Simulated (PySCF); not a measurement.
C4H12BP.
SMILES with atom numbers: `[CH3:1][B:2]([PH2:3])[CH:4]([CH3:5])[CH3:6]` (hydrogens: H7, H8, H9 on C1; H10, H11 on P3; H12 on C4; H13, H14, H15 on C5; H16, H17, H18 on C6)

Geometry (PBE0-D3(BJ)/def2-SVP, Å), atoms numbered from 1 in this order:
```xyz
18
C4H12BP angstrom
C      1.3043    1.6861   -0.5920
B      0.8574    0.2576   -0.1170
P      2.1674   -0.9402    0.5816
C     -0.6335   -0.2202   -0.3553
C     -0.8394   -1.7104   -0.6095
C     -1.4280    0.2470    0.8760
H      1.5730    1.5808   -1.6617
H      0.4766    2.4130   -0.5629
H      2.1816    2.1113   -0.0834
H      2.8640   -0.0779    1.4729
H      1.4206   -1.6603    1.5547
H     -1.0251    0.3420   -1.2245
H     -1.9050   -1.9469   -0.7661
H     -0.2877   -2.0553   -1.4981
H     -0.4990   -2.3176    0.2453
H     -2.5024    0.0315    0.7517
H     -1.3262    1.3290    1.0553
H     -1.0907   -0.2735    1.7875
```

The calculation used core-valence-separated Tamm–Dancoff BHandHLYP/aug-pcX-1 (pcseg-1 on H, def2-SVPD on P) in PySCF, non-relativistic, gas phase, PBE0-D3(BJ)/def2-SVP geometry. The energies are unshifted.

The lowest roots of each edge with f over 0.003 (five at most, numbered afresh; weaker and dark ones are left out), with transition dipoles (au) in the frame of the coordinates:

```tsv
root	edge	E (eV)	μx	μy	μz
1	C	284.77	-0.0087	-0.0223	0.0185
2	C	285.25	-0.0099	0.0304	-0.0394
3	C	285.29	0.0205	0.0316	0.0082
4	C	285.44	-0.0262	0.0152	0.0338
5	C	285.64	0.0588	-0.0239	-0.0058
6	B	186.01	-0.0394	0.0468	0.1266
7	B	191.47	0.0550	-0.0485	0.0272
8	B	191.81	-0.0225	0.0125	-0.0090
```

**Question.** What are the oscillator strengths?

**Answer.** f = (2/3) ΔE |μ|², with ΔE in hartree (27.2114 eV):

```
root  ΔE (Eh)  |μ|² (au)      f  core hole on
   1  10.4651   0.000915  0.006            C1
   2  10.4827   0.002575  0.018            C4
   3  10.4841   0.001486  0.010            C5
   4  10.4897   0.002060  0.014            C6
   5  10.4972   0.004062  0.028            C1
   6   6.8358   0.019770  0.090            B2
   7   7.0365   0.006117  0.029            B2
   8   7.0489   0.000744  0.004            B2
```

**Question.** Molecules are fixed in this frame and the field points along x. What effective strengths 3 f cos²θ do the roots have (θ between field and μ)?

**Answer.** root 1 (C1): 0.002, root 2 (C4): 0.002, root 3 (C5): 0.009, root 4 (C6): 0.014, root 5 (C1): 0.073, root 6 (B2): 0.021, root 7 (B2): 0.043, root 8 (B2): 0.007. Root 5 is the strongest. Averaged over all orientations cos²θ is 1/3, which gives f back.

One conformer stands for the species.
